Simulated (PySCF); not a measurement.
## C₆ coefficients of unlike pairs at UHF

Calculated with PySCF 2.14 from the dipole response of each species, C₆(A,B) = (3/π) ∫ α_A(iu) α_B(iu) du, in atomic units, from isotropic polarisabilities. For ions this is the dispersion term alone; charge-induced terms of lower order in 1/R come first.

```tsv
species	configuration	basis	relativity	α (bohr³)	C₆ (like pair)
C⁺	[He] 2s2 2p1 (2P)	def2-TZVPPD (6s3p3d1f)	none	6.277	14.86
In³⁺	[Kr] 4d10 (1S)	def2-TZVPPD with the def2 core potential (28 electrons) (7s5p4d2f)	core potential	3.046	12.57
Ti⁺	[Ar] 3d2 4s1 (4F)	aug-cc-pVTZ (8s7p5d3f2g)	none	64.62	443.0
B⁺	[He] 2s2 (1S)	aug-cc-pCVTZ-DK with one added diffuse shell each of s, p, d, f type (8s7p5d3f)	spin-free X2C	11.34	31.55
```

Task: Estimate C₆ for In³⁺ with C⁺.

Result: The integral gives 11.65. The combination rule 2 C_A C_B / (C_A α_B/α_A + C_B α_A/α_B) gives 11.28 and the geometric mean 13.67.

No spin-orbit coupling is included.

The other pairs:

```json
{"pair": "B⁺, In³⁺", "C₆": "14.64"}
{"pair": "B⁺, Ti⁺", "C₆": "110.9"}
{"pair": "Ti⁺, C⁺", "C₆": "70.03"}
{"pair": "Ti⁺, In³⁺", "C₆": "45.09"}
{"pair": "B⁺, C⁺", "C₆": "21.08"}
```
